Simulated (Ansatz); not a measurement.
`CN(C)BN` + H–F → `CN(C)BF` + NH₃ at 500 K and 1 bar (ligand exchange at a B–N bond).

Isolated molecules relaxed with PBE0-D4/def2-TZVP in Ansatz; ΔE leaves out vibrations. CBS: MP2 limit from def2 TZ/QZ plus the TZ coupled-cluster correction, frozen cores. This one scheme is used for every species. One conformer a species, not always the lowest.

```csv
species,CCSD(T)/CBS energy (Eh),H − E (kJ/mol),S (J/(mol·K))
`CN(C)BN`,-215.79289,371.5,407.0
H–F,-100.39570,39.4,188.7
`CN(C)BF`,-259.69840,302.9,377.4
NH₃,-56.50880,108.2,211.8
```

H − E and S are ideal-gas, rigid-rotor, harmonic terms from PBE0-D4/def2-TZVP, for one conformer and one mirror image of each species. 1 Eh = 2625.50 kJ/mol, R = 8.31446 J/(mol·K).

Problem. By hand: ΔE, ΔH, ΔS and ΔG.

Solution. ΔE = (-259.69840) + (-56.50880) − (-215.79289) − (-100.39570) = -0.01861 Eh = -48.9 kJ/mol. Δ(H − E) = 302.9 + 108.2 − 371.5 − 39.4 = 0.2, so ΔH = -48.7 kJ/mol. ΔS = 377.4 + 211.8 − 407.0 − 188.7 = -6.5 J/(mol·K). ΔG = -48.7 − 500 × (-6.5)/1000 = -45.5 kJ/mol.

Problem. By hand: the equilibrium constant, and the temperature at which ΔG would vanish if ΔH and ΔS stayed fixed.

Solution. log₁₀ K = −ΔG/(RT ln 10) = 4.8. ΔG = 0 at ΔH/ΔS = 7492 K, far beyond where these terms or the molecules hold.

The number of gas molecules stays the same, so ΔS is small and ΔH decides. A doubt of 5 kJ/mol in ΔE shifts log₁₀ K by 0.5 here. Other conformers and mirror images would add mixing entropy, several J/(mol·K) or more a flexible species. Modes under 60 cm⁻¹, often nearly free rotors, make the harmonic entropy too high. These are equilibria of isolated gas molecules and say nothing of rates. Largest T1 diagnostic: 0.012 (customary marks: 0.02 for closed shells, 0.045 for open ones).
